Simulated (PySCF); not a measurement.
## Nd(NH2)3 at several levels of theory

Computed with PySCF 2.14.0 (density fitting, no spin-orbit coupling) at the geometry relaxed with PBE0:

```xyz
10
Nd(NH2)3 (singlet in the valence; each metal's 4f electrons, 3 of them, lie in its core potential, out of spins and levels)
Nd   -0.0033    0.0000    0.0000
N     2.2305   -0.0013    0.0004
H     2.8501   -0.8085    0.0905
H     2.8510    0.8052   -0.0895
N    -1.1157    1.9239   -0.2208
H    -2.1278    2.0613   -0.2327
H    -0.7165    2.8579   -0.3288
N    -1.1180   -1.9226    0.2204
H    -0.7199   -2.8570    0.3285
H    -2.1303   -2.0588    0.2319
```

```tsv
level	basis	state	HOMO (eV)	gap (eV)	charge on Nd1 (e)	population of f-type functions on Nd1 (polarisation alone where 4f lies in the core)	dipole about the centre of mass (D)	largest force component (eV/Å)
PBE0	Nd lcecp-1-SVP with ECP49, N def2-SVP, H def2-SVP	singlet	-5.88	4.84	0.91	0.07	0.00	0.01
PBE0	Nd lcecp-1-TZVP with ECP49, N def2-TZVP, H def2-TZVP	singlet	-6.08	4.96	1.59	0.08	0.00	0.45
```

In the lcecp rows the 4f levels are missing from HOMO and gap, and the state counts the valence alone.

Charges are Mulliken's, which hang on the basis. The relaxation used the grid (50, 194), these runs (75, 302) or, all-electron (x2c bases, spin-free X2C Hamiltonian), (99, 590).

(1) A further run in the first row's basis gives HOMO (eV) -5.12, gap (eV) 3.89, charge on Nd1 (e) 0.89, population of f-type functions on Nd1 (polarisation alone where 4f lies in the core) 0.07, dipole about the centre of mass (D) 0.00, largest force component (eV/Å) 0.17. Which level was it?
A. TPSSh
B. revPBE

A frequency check found unstable modes (1, the lowest at -19 cm⁻¹), so the relaxed geometry is a saddle point, or these are noise. An lcecp potential fixes the number of 4f electrons, so in runs with it no electron can move into or out of that shell.

## Answers

(1) A. The others give HOMO -4.50 eV (revPBE).
